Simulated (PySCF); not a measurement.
**Assignment exercise: C9H12**

Geometry:
| atom | x (Å) | y (Å) | z (Å) |
| --- | --- | --- | --- |
| C1 | -2.057 | 0.075 | 1.115 |
| C2 | -1.305 | -0.508 | -0.084 |
| C3 | -1.877 | 0.032 | -1.397 |
| C4 | 0.173 | -0.220 | 0.016 |
| C5 | 0.655 | 1.084 | 0.028 |
| C6 | 2.011 | 1.338 | 0.120 |
| C7 | 2.912 | 0.291 | 0.203 |
| C8 | 2.446 | -1.012 | 0.192 |
| C9 | 1.088 | -1.261 | 0.100 |
| H10 | -1.987 | 1.159 | 1.124 |
| H11 | -3.108 | -0.200 | 1.071 |
| H12 | -1.637 | -0.305 | 2.044 |
| H13 | -1.440 | -1.596 | -0.076 |
| H14 | -1.801 | 1.116 | -1.433 |
| H15 | -2.926 | -0.241 | -1.493 |
| H16 | -1.332 | -0.379 | -2.245 |
| H17 | -0.034 | 1.914 | -0.036 |
| H18 | 2.366 | 2.359 | 0.128 |
| H19 | 3.972 | 0.489 | 0.274 |
| H20 | 3.140 | -1.837 | 0.257 |
| H21 | 0.733 | -2.283 | 0.094 |

No solvent model, rapidly exchanging positions averaged, one conformer, non-relativistic. GFN2-xTB structure; NMR shieldings at PBE0/pcSseg-1/GIAO; PySCF 2.14.

References, each an isolated molecule treated in the same way: TMS for 13C (σ = 186.93 ppm) and 1H (σ = 31.72 ppm).

(1) Assign these signals to the numbered atoms. 13C{1H} NMR (computed): δ 155.4, 134.2, 131.8, 131.6, 40.5, 27.3.

(2) Assign these signals to the numbered atoms. 1H NMR (300 MHz, computed): δ 7.60 (m, 2H), 7.51 (m, 2H), 7.49 (m, 1H), 2.66 (sept, 1H), 1.28 (d, 6H).

Answers

(1) 
| δ (ppm) | atoms | environment | reason |
| --- | --- | --- | --- |
| 155.4 | C4 | substituted aromatic carbon | – |
| 134.2 | C6/C8 | aromatic CH | the aromatic region |
| 131.8 | C5/C9 | aromatic CH | – |
| 131.6 | C7 | aromatic CH | – |
| 40.5 | C2 | sp3 CH on an aromatic ring | a saturated carbon with 3 carbon neighbours and no heteroatom attached |
| 27.3 | C1/C3 | methyl carbon | a saturated carbon with 1 carbon neighbour and no heteroatom attached |

C5/C9 and C7 lie closer than the usual error of such a calculation, so a measured spectrum could show them in the other order.

(2) 
| δ (ppm) | atoms | environment | reason |
| --- | --- | --- | --- |
| 7.60 | H18/H20 | hydrogen on an aromatic CH | ring-current deshielding |
| 7.51 | H17/H21 | hydrogen on an aromatic CH | – |
| 7.49 | H19 | hydrogen on an aromatic CH | – |
| 2.66 | H13 | hydrogen on an sp3 CH on an aromatic ring | benzylic-type position, deshielded by the ring |
| 1.28 | H10/H11/H12/H14/H15/H16 | hydrogen on a methyl carbon | – |

H18/H20 and H17/H21; H17/H21 and H19 lie closer than the usual error of such a calculation, so a measured spectrum could show them in the other order.

Shifts are as computed. Against solution values, carbons near 30 ppm lie about +3 ppm off and those near 130 ppm about +5 ppm. Of 1211 compounds with measured shifts, 218 miss one by over three times the rms of a fit or turn the order of signals round; such compounds aren't used in these exercises. No couplings were computed; multiplicities are counted from neighbouring protons, with m where these are inequivalent, close in shift, in a saturated or five-membered ring or joined by F or P, and br s for small geminal =CH2 splittings.
